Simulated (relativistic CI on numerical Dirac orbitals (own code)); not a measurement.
Method of calculation: Dirac-Coulomb-Breit CI, orbitals from a KLI potential per configuration, QED by a radiative potential, unscaled Slater integrals (own radial code, finite nucleus).

The strongest absorption lines from the ground level of an ion, among the configurations computed and to levels below about 109 eV (vacuum wavelength in Å, gf): 115.38 (0.44), 115.73 (0.23), 119.75 (0.49), 203.50 (0.86), 205.50 (5.5), 214.20 (0.34), 215.10 (1.5), 215.49 (2.9).

Problem. Which ion is it?
A. Cr IX
B. Fe XI
C. Ca V
D. Cr XI

Solution. A. Cr IX has 16 electrons and the ground level 3s2.3p4 3P_2; the strongest line goes to 3s2.3p3.3d 3D°_3. The pattern of lines fixes the number of electrons, and along that sequence the line energies rise steadily with the charge (about as its square where n changes within one kind of shell, about linearly where n is kept but much faster in heavy ions where fine structure, which grows about as Z⁴, sets the gap, and irregularly where shells cross), which fixes Z. Configurations outside the model, such as inner-shell arrays, can give stronger lines. At this charge configurations can still be misplaced by up to about 7 % of their energy.

LS names give the leading component of a level, which can be under half, so a name can repeat, a term be missing and a line seem to break the LS rules.
